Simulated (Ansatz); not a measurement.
A structure relaxed at r2SCAN-D4/def2-SVP in Ansatz, charge 0, singlet:

```tsv
atom	x (Å)	y (Å)	z (Å)
Al1	0.652	-0.996	2.046
Ga2	-0.648	1.008	-2.065
As3	0.238	-0.981	-0.541
As4	-0.242	0.968	0.560
```

Task: Give its formula and point group.

Result: the cluster AlGaAs₂. Point group C2v (tolerance 0.1 Å).

Task: Summarise the bond lengths by kind (pairs closer than 1.2 times the sum of covalent radii, bridged metal pairs left out).

Result: 2 × As–Ga 2.66 Å; 2 × Al–As 2.62 Å; 1 × As–As 2.29 Å.

The structure comes from a short search, and lower isomers may exist.
